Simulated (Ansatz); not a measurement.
Reaction (ligand exchange at the Si–N bond): `F[SiH](Br)N[SiH3]` + `C=CS` → `C=CS[SiH3]` + `N[SiH](F)Br`

Calculated with Ansatz (gas phase, PBE0-D4/def2-TZVP geometries, no zero-point term in ΔE). CCSD(T)/CBS is the MP2 limit (def2-TZVPP, def2-QZVPP) plus CCSD(T) − MP2 in def2-TZVPP, frozen cores. This one scheme is used for every species. DFT in def2-TZVPP. B3LYP here is the variant with VWN-RPA as its local correlation; programs differ in this. For Br outer-core shells are correlated without core-valence functions, which leaves a few kJ/mol of doubt a bond. Scalar relativity is left out up to krypton. Each species was taken in one conformer, which may not be the lowest.

```csv
level,ΔE (kJ/mol),difference from CCSD(T)/CBS
PBE-D4,-9.2,-8.3
r2SCAN-D4,-4.0,-3.1
PBE0-D4,-7.1,-6.2
B3LYP-D4,-0.4,0.5
ωB97X-V,-1.0,-0.1
ωB97M-V,-0.7,0.2
B2PLYP,0.1,1.0
PBE,-9.1,-8.2
r2SCAN,-4.1,-3.2
PBE0,-7.2,-6.3
B3LYP,-0.2,0.7
HF/def2-TZVPP,6.6,7.5
MP2/def2-TZVPP,-1.2,-0.3
SCS-MP2/def2-TZVPP,2.5,3.4
CCSD/def2-TZVPP,3.5,4.4
CCSD(T)/def2-TZVPP,1.9,2.8
HF/def2-QZVPP,7.6,8.5
MP2/def2-QZVPP,-2.4,-1.5
SCS-MP2/def2-QZVPP,1.1,2.0
HF/CBS(def2),7.8,8.7
MP2/CBS(def2),-3.9,-3.0
CCSD/CBS(def2),0.8,1.7
CCSD(T)/CBS,-0.9,0
```

Largest T1 diagnostic among the species: 0.012.

In def2-TZVPP, CCSD(T) changes the Hartree–Fock value by −4.7 kJ/mol (the triples alone add −1.7 kJ/mol) and MP2 by −7.7 kJ/mol.
